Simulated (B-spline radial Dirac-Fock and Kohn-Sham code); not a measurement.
## Photoemission from Dy⁴⁺ at 2000 eV, detector at θ = 90°, φ = 0°

System: the Dy⁴⁺ ion, configuration [Xe] 4f8. These are calculated numbers from a radial B-spline solver; the model is Dirac-Hartree-Slater photoionisation with a Latter tail; cross sections with all multipoles, angular parameters from the dipole term and its interference with E2. Thresholds are orbital energies of the model. For linearly polarised light dσ/dΩ = σ/(4π) [1 + β P₂(cos θ) + (δ + γ cos²θ) sin θ cos φ], with θ from the polarisation vector and φ the angle between the beam and the projection of the electron momentum on the plane normal to the polarisation. The dipole factor is 1 + βP₂ and the non-dipole term is the rest of the bracket. Open shells are filled statistically over j.

Input file task.json (cfg lists n, l and occupation; rrms is the nuclear radius in fm):

```json
{"items": [{
  "Z": 66,
  "q": 4,
  "cfg": [[1, 0, 2], [2, 0, 2], [2, 1, 6], [3, 0, 2], [3, 1, 6], [3, 2, 10], [4, 0, 2], [4, 1, 6], [4, 2, 10], [4, 3, 8], [5, 0, 2], [5, 1, 6]],
  "A": 164,
  "rrms": 5.2218,
  "do": "xps",
  "hv": [60, 114.0, 142.0, 148.0, 153.0, 276.0, 299.0, 312.0, 314.0, 382.0, 400, 448.0, 470.0, 478.0, 502.0, 629.0, 876.0, 882.0, 1000, 1410.0, 1486.9, 1800.0, 1900.0, 2000, 2250.0, 4100.0, 9251.7, 12000, 13000.0, 15000]
}]}
```

Launch: `python xray2_run.py task.json out`

| subshell | threshold (eV) | σ (kb) | β | γ | δ | dipole factor | non-dipole term | dσ/dΩ (kb/sr) |
| --- | --- | --- | --- | --- | --- | --- | --- | --- |
| 3p1/2 | 1892.4 | 59.3 | 0.82 | 0.29 | 0.182 | 0.588 | +0.182 | 3.63 |
| 3p3/2 | 1723.1 | 138 | 1.11 | 0.34 | 0.082 | 0.446 | +0.082 | 5.79 |
| 3d3/2 | 1397.4 | 236 | 0.95 | -0.15 | 0.018 | 0.524 | +0.018 | 10.2 |
| 3d5/2 | 1360.1 | 337 | 1.02 | -0.13 | 0.020 | 0.492 | +0.020 | 13.7 |
| 4s | 463.8 | 13.5 | 1.96 | 0.23 | -0.001 | 0.020 | -0.001 | ≈ 0 |
| 4p1/2 | 388.8 | 16.4 | 1.68 | 0.02 | -0.001 | 0.159 | -0.001 | 0.206 |
| 4p3/2 | 350.4 | 34.2 | 1.69 | -0.02 | 0.001 | 0.153 | +0.001 | 0.419 |
| 4d3/2 | 225.5 | 33.6 | 1.37 | 0.12 | 0.032 | 0.317 | +0.032 | 0.934 |
| 4d5/2 | 218.4 | 47.8 | 1.35 | 0.14 | 0.031 | 0.326 | +0.031 | 1.36 |
| 4f5/2 | 66.65 | 4.80 | 1.03 | 0.56 | 0.131 | 0.485 | +0.131 | 0.235 |
| 4f7/2 | 65.53 | 6.10 | 1.02 | 0.57 | 0.132 | 0.492 | +0.132 | 0.303 |
| 5s | 102.4 | 2.68 | 1.96 | 0.14 | -0.001 | 0.019 | -0.001 | ≈ 0 |
| 5p1/2 | 80.07 | 2.73 | 1.72 | -0.01 | -0.003 | 0.140 | -0.003 | 0.0299 |
| 5p3/2 | 73.98 | 5.50 | 1.73 | -0.03 | 0.001 | 0.134 | +0.001 | 0.0589 |
